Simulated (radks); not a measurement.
Question: Neutral silver: order these configurations by energy. Calculated with a radial shooting solver on a logarithmic mesh with Libxc functionals: scalar-relativistic Kohn-Sham, r2SCAN, spin-polarised, spherical densities, finite nucleus; meta-GGA in the generalised Kohn-Sham scheme; Fermi nuclear charge, rms radius of each element as measured or else 0.836 A^(1/3) + 0.57 fm. Open shells are filled with parallel spins first. [Kr] 4d10 5p1; [Kr] 4d10 5s1; [Kr] 4d9 5s1 5p1; [Kr] 4d9 5s2.

Answer: From the lowest, in eV above it: [Kr] 4d10 5s1 0.000; [Kr] 4d10 5p1 4.017; [Kr] 4d9 5s2 4.476; [Kr] 4d9 5s1 5p1 8.026.
